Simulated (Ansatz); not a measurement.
Computed with Ansatz on PBE0-D4/def2-TZVP structures; ΔE is electronic, products minus reactants. CBS: MP2 limit from def2 TZ/QZ plus the TZ coupled-cluster correction, frozen cores. Functionals use def2-TZVPP. B3LYP here is the variant with VWN-RPA as its local correlation; programs differ in this. For Br, Se outer-core shells are correlated without core-valence functions, which leaves a few kJ/mol of doubt a bond. Scalar relativity is left out up to krypton. Each species was taken in one conformer, which may not be the lowest.

Consider the formal exchange of groups at a B–C bond: `CBC=[Se]` + `C=CBr` → `C=C(Br)BC` + `C=[Se]`.

```csv
level,ΔE (kJ/mol),difference from CCSD(T)/CBS
r2SCAN-D4,5.9,12.2
B97M-V,-2.4,3.9
B3LYP-D4,-2.5,3.8
CAM-B3LYP-D4,-6.8,-0.5
r2SCAN,6.4,12.7
BHLYP,-7.4,-1.1
RPA@PBE/def2-TZVPP,-9.6,-3.3
MP2/def2-SVP,-7.4,-1.1
MP2/def2-TZVPP,-5.4,0.9
CCSD/CBS(def2),-8.4,-2.1
CCSD(T)/CBS,-6.3,0
```

Largest T1 diagnostic among the species: 0.018.

Leaving LDA and LC-ωPBE aside and taking each functional with its dispersion term where it has one, the values, not all of them listed here, spread over 16.9 kJ/mol, from BHLYP-D4 to PBE-D4. From r2SCAN to r2SCAN0 (25 % exact exchange), in def2-TZVPP and without D4, ΔE moves by −4.8 kJ/mol.
